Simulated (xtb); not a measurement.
xtb input:

```bash
xtb mol.xyz --gfn 2 --ohess tight --chrg 0 --uhf 0
```
mol.xyz:
```
21

Si     0.02663971    -0.00279931    -0.00407990
O     -0.98341434    -0.47560592    -1.32012013
C     -1.17636648     0.55570459    -2.19612021
O      0.12967074    -1.28556027     1.15147942
C     -1.15929691    -1.65619472     1.58658695
O     -0.65564657     1.38792807     0.73029459
C      0.15204511     1.80838863     1.74361050
O      1.57978379     0.36652927    -0.56782111
C      2.14976814    -0.74662511    -1.10543975
H     -1.78245039     0.21825952    -3.08645757
H     -1.62663252     1.44637156    -1.77300706
H     -0.19563100     0.88878975    -2.64526350
H     -1.12091763    -2.46998988     2.32493747
H     -1.77701027    -2.03574887     0.72130705
H     -1.73051242    -0.76567942     2.05411780
H      1.12496852     2.16929754     1.37306602
H      0.30702979     1.06854523     2.56688675
H     -0.28766042     2.74661576     2.24183936
H      1.61221896    -1.14564791    -2.00840137
H      2.32043565    -1.57278898    -0.35333762
H      3.15857434    -0.47680193    -1.50647514
```

**Question.** Predict the final energy.

**Answer.** -32.83820 Eh (GFN2-xTB).
